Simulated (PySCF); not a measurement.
## Orbital picture of BSb

PBE0 at R = 2.067 Å; PySCF, scalar-relativistic core potentials, basis sets B aug-cc-pVDZ, Sb aug-cc-pVDZ-PP with ECP28. State: ³Π (triplet), unpaired electrons σ ↑, π ↑. Only the outer orbitals are listed, counted within each symmetry, core potentials removing the inner ones.

```
spin  orbital  occ.  ε (eV)  on B (%)           main shells (%)
   α       5σ     1  -16.34        42    57 Sb s, 32 B s, 9 B p
   α       6σ     1  -10.98        63  65 B s, 27 Sb s, 10 Sb p
   α       7σ     1   -7.20        61   50 B p, 34 Sb p, 11 B s
   α       3π     1   -7.17        32           67 Sb p, 30 B p
   α       3π     1   -6.45        38           62 Sb p, 36 B p
   α       4π     0   -2.31        64           64 B p, 31 Sb p
   α       4π     0   -1.84        58           57 B p, 36 Sb p
   β       5σ     1  -15.24        40   60 Sb s, 29 B s, 10 B p
   β       6σ     1   -9.49        50  51 B s, 26 Sb s, 24 Sb p
   β       3π     1   -6.08        29           71 Sb p, 27 B p
   β       3π     0   -4.15        29           71 Sb p, 27 B p
   β       7σ     0   -3.13        77   39 B p, 38 B s, 22 Sb p
   β       4π     0   -1.19        65           66 B p, 28 Sb p
```

Problem. Which are the highest filled and the lowest empty level, where do they sit, and how wide is the gap?

Solution. Highest filled β 3π at -6.08 eV (in %: 71 Sb p, 27 B p); lowest empty β 3π at -4.15 eV (in %: 71 Sb p, 27 B p); the gap at PBE0 is 1.93 eV. Both belong to one degenerate shell, split only by its one-sided filling, so this is no excitation gap.

- bond order (Mayer): 1.86
- ⟨S²⟩: 2.013
- charge on B (Mulliken, basis-dependent): -0.54
- charge on B (Löwdin, basis-dependent): -0.39
- dipole moment (positive dipole means B(−)Sb(+)): 0.74 D
- polarisability along the bond: 88.0 bohr³
- polarisability across the bond: 55.3 bohr³

Spin–orbit coupling is left out. The state is the lowest determinant that a PBE0 search found; another state may lie lower at other levels.
